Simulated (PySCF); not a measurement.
bromine (Br2), SMILES BrBr.

Geometry optimised at B3LYP-D3(BJ)/def2-TZVP.

Calculation: B3LYP-D3(BJ)/def2-TZVP (PySCF).

Frequencies are harmonic and unscaled.

| mode | ν (cm⁻¹) | IR (km/mol) | Raman (Å⁴/amu) | depolarisation | moving atoms (share of kinetic energy) |
|---|---|---|---|---|---|
| 1 | 313 | 0.0 | 11.3 | 0.27 | Br 100 % |
